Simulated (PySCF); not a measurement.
Cost against size for one kind of job: PBE0-D3(BJ)/def2-SVP geometry optimisation, gas phase (PySCF 2.14.0); work: geometry optimisation from a GFN2-xTB start shaken at random. Hardware: an Arm Neoverse V2 with one thread, no GPU, on a shared host. The host was shared with other jobs, so the times are rough. Peak memory is the resident size of the whole Python process, interpreter and libraries included.

| species (SMILES) | atoms | electrons | basis functions | SCF cycles | gradient evaluations | wall time | peak memory |
| --- | --- | --- | --- | --- | --- | --- | --- |
| N[SiH](N)P | 11 | 50 | 99 | 44 | 7 | 17 s | 0.41 GiB |
| F[C@@H]1C=CO[C@@H]1F | 11 | 54 | 118 | 58 | 8 | ? | ? |
| C#C[Si@H](Cl)O[SiH3] | 11 | 70 | 121 | 90 | 13 | ? | ? |
| FC[SiH2][Se][SiH3] | 12 | 84 | 131 | 75 | 13 | 1.8 min | 0.53 GiB |
| C[N+]1(C)[AlH2-][CH2]C[C@@H]1O[SiH3] | 25 | 88 | 214 | 100 | 15 | ? | ? |

Estimate the withheld figures.

`F[C@@H]1C=CO[C@@H]1F`: 44 s, 0.51 GiB; `C#C[Si@H](Cl)O[SiH3]`: 77 s, 0.52 GiB; `C[N+]1(C)[AlH2-][CH2]C[C@@H]1O[SiH3]`: 6.0 min, 1.1 GiB.

With all rows, how does the wall time grow with the number of basis functions N?

A straight line through log(time) against log(N) has slope 3.7 between N = 99 and 214, and the rows scatter about it by a factor of about 1.5 (standard error of the fit). This is a fit to these rows, whose iteration counts differ, not the method's formal scaling.

Which species took longest, and how many times the shortest run?

`C[N+]1(C)[AlH2-][CH2]C[C@@H]1O[SiH3]`, at 6.0 min: about 21 times the shortest (17 s).
